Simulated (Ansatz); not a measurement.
Mulliken charges of FH2O2Si (`O[Si](O)F`) radical from PBE/def2-TZVPP in Ansatz (PBE0-D4/def2-TZVP geometry).

| atom | x (Å) | y (Å) | z (Å) | charge (e) |
| --- | --- | --- | --- | --- |
| O1 | -0.887 | 1.032 | -0.626 | -0.303 |
| Si2 | 0.383 | 0.026 | -0.447 | 0.477 |
| O3 | 0.346 | -0.561 | 1.083 | -0.304 |
| F4 | 0.159 | -1.134 | -1.516 | -0.254 |
| H5 | -1.052 | 1.659 | 0.081 | 0.193 |
| H6 | 1.092 | -1.087 | 1.379 | 0.192 |

Task: By hand: the dipole of these point charges (1 e Å = 4.8032 D).

Result: Σ q r = (0.313, 0.270, 0.313) e Å, of length 0.518 e Å = 2.49 D.

Task: How does the dipole of the full density compare? (Estimate.)

Result: Computed: (0.239, 0.155, 0.415) e Å, 2.42 D; the point charges give 1.03 times that, at 19° from its direction.

Point charges leave out the atoms' own dipoles, such as those of lone pairs, and Mulliken's split depends on the basis, so the two needn't agree.
